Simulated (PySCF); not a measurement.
Spinor energies of Os (osmium, neutral)

Start: [Xe] 4f14 5d7 6s1; 5d3/2 filled at m_j = +1/2, +3/2; 5d5/2 filled at m_j = -3/2, -1/2, +1/2, +3/2, +5/2; 6s1/2 filled at m_j = +1/2. Calculated with PySCF 2.14 in x2c-TZVPall-2c with one added diffuse shell each of s, p, d type (12s12p11d2f, 117 functions): generalised Hartree-Fock with the X2C-1e Hamiltonian and a Gaussian nucleus; spin-orbit coupling (SO) screened by Boettger's factors. This is a chosen level, not necessarily the ground level.

```csv
spinor shell,electrons,"ε, screened SO (eV)",weight of nominal j (screened SO),"rms radius, screened SO (bohr)"
1s1/2,2,-74251.6,1.000,0.0201
2s1/2,2,-13071.8,1.000,0.0809
2p1/2,2,-12492.8,1.000,0.0687
2p3/2,4,-10955.8,1.000,0.0764
3s1/2,2,-3103.8,1.000,0.207
3p1/2,2,-2845.5,1.000,0.198
3p3/2,4,-2504.9,1.000,0.214
3d3/2,4,-2077.3,1.000,0.188
3d5/2,6,-2003.9,1.000,0.193
4s1/2,2,-686.57,1.000,0.459
4p1/2,2,-577.02,1.000,0.466
4p3/2,4,-495.95,1.000,0.499
4d3/2,4,-315.89,1.000,0.519
5s1/2,2,-104.96,1.000,1.09
5p1/2,2,-69.781,0.751,1.09
4f5/2,6,-69.607,0.918,0.676
4f7/2,8,-66.649,0.997,0.612
5p3/2,4,-55.383,0.992,1.30
5d3/2,2,-9.416,0.576,2.03
5d5/2,5,-9.680,0.458,2.16
6s1/2,1,-8.104,0.665,3.02
```

(1) Where does 4d5/2 lie, and what is the 4d spin-orbit splitting (screened SO)?

| quantity | screened SO |
| --- | --- |
| E (hartree) | -17263.72126 |
| M_J | 5 |
| ⟨J²⟩ | 30.019 |
| ⟨L²⟩ | 12.667 |
| ⟨S²⟩ | 5.901 |

Each row is a mean over spinors that exchange with the open shell spreads, by up to 6.406 eV (5p3/2).

Rows whose weight is well below 1 are mixtures of j = l ± 1/2: exchange outweighs spin-orbit coupling there, and the label is only the starting occupation.

Breit and QED terms are absent; they matter most for the inner s and p1/2 levels.

Densities and radii are taken from the X2C orbitals without a picture-change correction, which distorts them close to the nucleus.

## Answers

(1) At -300.18 eV, 15.704 eV above 4d3/2.
